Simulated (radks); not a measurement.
Values are calculated unless marked as measured or tabulated.
Species: Pd32+. Configuration: [Ne] 3s2 3p2. Level of theory: Dirac Kohn-Sham, PBE, spin-unpolarised, spherical densities, finite nucleus; open shells fill j = l - 1/2 first; Fermi nuclear charge, rms radius 4.5318 fm (a radial shooting solver on a logarithmic mesh with Libxc functionals).

Radial electron density D(r) = 4 pi r^2 rho(r):

| r (bohr) | D(r) (e/bohr) |
|---|---|
| 0.00169 | 2.941 |
| 0.001875 | 3.517 |
| 0.002097 | 4.255 |
| 0.002346 | 5.136 |
| 0.002603 | 6.101 |
| 0.002911 | 7.323 |
| 0.003256 | 8.761 |
| 0.003613 | 10.31 |
| 0.004042 | 12.24 |
| 0.004521 | 14.47 |
| 0.005016 | 16.81 |
| 0.00561 | 19.66 |
| 0.006275 | 22.83 |
| 0.006963 | 26.07 |
| 0.007788 | 29.85 |
| 0.008711 | 33.87 |
| 0.009666 | 37.76 |
| 0.01081 | 41.99 |
| 0.01209 | 46.15 |
| 0.01342 | 49.79 |
| 0.01501 | 53.27 |
| 0.01679 | 56.11 |
| 0.01863 | 58.00 |
| 0.02083 | 59.08 |
| 0.0233 | 59.11 |
| 0.02586 | 58.21 |
| 0.02892 | 56.40 |
| 0.03235 | 54.03 |
| 0.0359 | 51.74 |
| 0.04015 | 49.71 |
| 0.04491 | 48.68 |
| 0.04983 | 49.03 |
| 0.05574 | 51.05 |
| 0.06234 | 54.64 |
| 0.06917 | 58.88 |
| 0.07737 | 63.51 |
| 0.08654 | 67.00 |
| 0.09603 | 68.12 |
| 0.1074 | 66.18 |
| 0.1201 | 60.73 |
| 0.1333 | 53.02 |
| 0.1491 | 43.16 |
| 0.1668 | 33.43 |
| 0.1851 | 26.02 |
| 0.207 | 20.75 |
| 0.2315 | 18.30 |
| 0.2569 | 17.71 |
| 0.2873 | 17.48 |
| 0.3214 | 16.43 |
| 0.3566 | 14.22 |
| 0.3989 | 10.81 |
| 0.4461 | 7.149 |
| 0.495 | 4.249 |
| 0.5537 | 2.069 |
| 0.6193 | 0.8407 |
| 0.6872 | 0.3049 |
| 0.7686 | 0.08281 |
| 0.8597 | 0.01766 |
| 0.954 | 0.003315 |
| 1.067 | 0.0004116 |

D(r) has 2 maxima, at r = 0.0220, 0.0953 bohr, and minima at 0.0460 bohr, inside which lie 2.09 electrons.
